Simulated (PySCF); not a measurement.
Diatomic anions of Si with group 15

PBE0 with triple-zeta basis sets in PySCF, for the lowest determinant that a PBE0 search found; no spin–orbit coupling. De refers to high-spin ground-configuration atoms (the charge goes to the atom of lower measured ionisation energy or higher electron affinity, which is not always the lowest computed limit). A positive dipole points towards Si; it is taken about the centre of mass and depends on that origin.

```tsv
M	basis	charged atom	state (unpaired electrons)	Re (Å)	ωe (cm⁻¹)	De (eV)	μ (D)
N	def2-TZVPPD	Si−	singlet (closed shell)	1.578	1212	5.96	2.56
P	def2-TZVPPD	Si−	singlet (closed shell)	1.999	710	5.27	0.34
Sb	def2-TZVPPD	Si−	singlet (closed shell)	2.299	472	4.19	-2.94
```

Q: The row for M = As is missing. Estimate Re, ωe and De as the mean of the rows for P and Sb, and compare with the calculation.

A: The means are 2.149 Å, 591 cm⁻¹ and 4.73 eV. PBE0 in def2-TZVPPD gives SiAs⁻ as a singlet (closed shell) with Re = 2.097 Å, ωe = 565 cm⁻¹, De = 4.81 eV, so the estimate is off by +5.2 pm, +5 % and -0.08 eV.

Spin–orbit coupling is left out, which matters for elements this heavy, above all for dissociation energies. For an ion De counts to the pair picked by the measured ionisation energies or electron affinities, which need not be the lowest pair at this level.
